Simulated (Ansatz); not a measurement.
The first iterations of a band of ClGeH3 + H2 (7 atoms, charge 0, multiplicity 1).

These are results of RKS PBE0-D4/def2-mTZVP in Ansatz 0.2.0, not measurements.

```
movable images  : 7
climbing image  : yes
spring          : 5.0 eV/Å²
optimiser       : quadratic models (default)
start path      : through a guess of the saddle point
force threshold : 0.03 eV/Å
iteration limit : 60
end points      : relaxed
```

First end point:

```xyz
7
Properties=species:S:1:pos:R:3
Ge 0.454 0.000 -0.052
Cl 0.643 0.000 2.105
H 1.876 0.000 -0.622
H -0.313 1.269 -0.436
H -0.313 -1.269 -0.436
H -3.046 0.000 1.020
H -2.553 0.000 1.578
```

Last end point:

```xyz
7
Properties=species:S:1:pos:R:3
Ge -0.256 0.000 -0.634
Cl -0.869 0.000 3.775
H 1.167 0.000 -0.062
H -0.494 1.260 -1.475
H -0.494 -1.260 -1.475
H -1.260 0.000 0.539
H -1.045 0.000 2.489
```

| iteration | highest image above the first end (eV) | largest band force component (eV/Å) |
| --- | --- | --- |
| 1 | 3.161 | 3.608 |
| 2 | 2.426 | 2.552 |
| 3 | 2.236 | 1.178 |

Task: Does the band converge within its limit, and where does its top end?

Result: The forces met the threshold. It ended after 10 iterations with the highest image 2.403 eV above the first end. A vibrational analysis at the climbing image gives 2 clearly imaginary modes (1170i, 172i cm⁻¹): a point of higher order. A lower path may pass nearby, or the ends, which weren't checked, may share the extra mode. The orbitals stay closed-shell, which can raise the energy where a bond breaks towards radicals; this wasn't checked here.

Time of the run: 2.9 min on 1 thread of Arm Neoverse V1, with other jobs on the host, peak memory 0.15 GiB.
